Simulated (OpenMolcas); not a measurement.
Levels of Yb4+ by method

```json
{"Program": "OpenMolcas 26.06", "Basis": "ANO-RCC-VTZP [8s7p5d3f2g1h]", "Scalar Hamiltonian": "DKH2, point nucleus", "Active space": "12 electrons in 7 orbitals (4f)", "State averaging": "2S+1 = 3 even, 21 roots; 2S+1 = 1 even, 28 roots (27 in the spin-orbit step)", "Spin-orbit coupling": "RASSI with atomic mean-field integrals over the reference wave functions, term energies averaged over their components"}
```

Methods on the same reference wave functions:
A. CASSCF
B. SS-CASPT2, IPEA 0.25 Eh, imaginary shift 0.1 Eh (closed shells correlated: 5s 5p)
C. XMS-CASPT2, IPEA 0.25 Eh, imaginary shift 0.1 Eh (closed shells correlated: 5s 5p)

Energies in cm-1 above 4f12 3H6, the measured ground level; measured values from the list in Tchang-Brillet, Wyart, Meftah and Ait Mammar, Atoms 6, 52 (2018).

| Level | A | B | C | Measured |
| --- | --- | --- | --- | --- |
| 4f12 3H6 | 0.0 | 0.0 | 0.0 | 0.0 |
| 4f12 3F4 [55 %] | 7311 | 6470 | 6610 |  |
| 4f12 3H5 | 9630 | 9650 | 9650 | 9580 |
| 4f12 3H4 [57 %] | 15132 | 14700 | 14780 | 14405 |
| 4f12 3F3 | 18241 | 16900 | 17210 | 16372 |
| 4f12 3F2 | 19563 | 17870 | 18140 | 16877 |
| 4f12 1G4 [55 %] | 24937 | 24690 | 24630 | 24193 |
| 4f12 1I6 | 45231 | 42640 | 42450 | 39038 |
| 4f12 3P1 | 49817 | 45280 | 45050 |  |
| 4f12 3P2 [63 %] | 50891 | 46850 | 46750 | 43120 |
| 4f12 3P0 | 51368 | 46840 | 46600 |  |

Deviations, from unrounded energies. A percentage is the sum of absolute deviations over the sum of measured energies, with the sign that they share, or ± where signs differ.

```tsv
Against measurement	Levels	A	B	C
mean absolute deviation (cm-1)	7	2900	1400	1400
fine structure of the ground term (%)	2	+3.2	+1.5	+1.9
other terms of the ground configuration (%)	5	+13.8	+6.7	+6.9
```

B, C lie about equally close to measurement and A furthest from it. The largest miss of B in the table is 4f12 3P2 [63 %], by +3700 cm-1. The ranking rests on the paired levels alone, and a cruder setting can come out closer through cancelling errors.

Between B and C the level of the table that moves most is 4f12 3F3, by 320 cm-1 (lowest in B, highest in C). Moves below CASPT2's spread within the term are not significant.

The mean deviations of B to C differ by less than CASPT2's widest spread within a term (1100 cm-1), so their order carries little weight.

From A to B the spin-free energies of the other terms of 4f12 shown, above 3H, scale by factors of 0.84 to 0.98.

The lowest spin-free term lies below A's lowest term by 0.834 hartree in B, 0.838 hartree in C.

Term energies are means over components that CASPT2 splits; among the terms shown or strongly mixed into the levels shown the widest spread is 1100 cm-1 (4f12 1I, B). Some high roots are left out of the spin-orbit mixing, which shifts the levels that they would mix with. Without dynamic correlation excited terms often stand tens of per cent too high (terms of higher spin than the ground term too low), and those without a measured partner can miss by more than the paired ones (holds for A). Measured partners are found by configuration, term and J. A level has none where our copy of the source lacks it or the pairing is in doubt (some pairs that miss far off the trend of their configuration count as doubtful), and it then counts in no deviation. Levels of configurations outside the active space are missing. Levels that lie high or do not pair safely by name in every column are left out.

A share in square brackets marks a mixed level and gives the weight of the term that names it, the lowest over the columns.
